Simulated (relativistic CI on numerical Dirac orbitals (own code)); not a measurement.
Method of calculation: Dirac-Coulomb-Breit CI, separate exchange-only KLI orbitals for each configuration, model QED (radiative potential, 1s self-energy scaled to tabulated hydrogen-like ionisation energies), valence Slater integrals scaled by 0.85, P86 correlation energy added to each configuration (own radial code, finite nucleus).

CI space (outside the closed core [Ar] 3d10 4s2): 4p6 4d7, 4p6 4d6 5s, 4p6 4d6 5p, 4p6 4d6 4f, 4p6 4d6 5d, 4p6 4d6 6s, 4p5 4d8, 4p6 4d6 6p, 4p6 4d5 5s 5p, 4p6 4d6 6d, 4p6 4d6 7s, 4p6 4d6 5f, 4p6 4d6 7p, 4p6 4d6 5g, 4p6 4d6 7d, 4p6 4d5 4f 5s, 4p6 4d5 5p 5d, 4p6 4d5 5s2, 4p6 4d4 5s2 5p, 4p6 4d4 4f 5s2, 4p6 4d4 5s2 5d, 4p6 4d4 5s2 6s. Double excitations out of closed p, d and f shells are left out; levels of such configurations are missing from the list, as are those of other unlisted configurations, and high levels can miss mixing partners.

For a near-neutral ion this model can misplace configurations by up to about 10,000 cm⁻¹ (more where the count of f electrons changes) and terms by 10 to 25 % of their spread. Rates follow the energies as ν³ (E1, M1) or ν⁵ (E2), so they and the lifetimes can be off by large factors. The fine structure of a lone outer electron comes out too small, for d and f at times inverted, and misplaced configurations move strength between like terms.

Outline of the computed level scheme of Pd IV. Lowest level of each configuration: 4p6 4d7 4F_9/2 at 0.0000 eV; 4p6 4d6 5s 6D_9/2 at 11.0645 eV.

Rates of lines that live on the mixing of spin multiplicities can be off by large factors.

LS names give the leading component of a level, which can be under half, so a name can repeat, a term be missing and a line seem to break the LS rules.
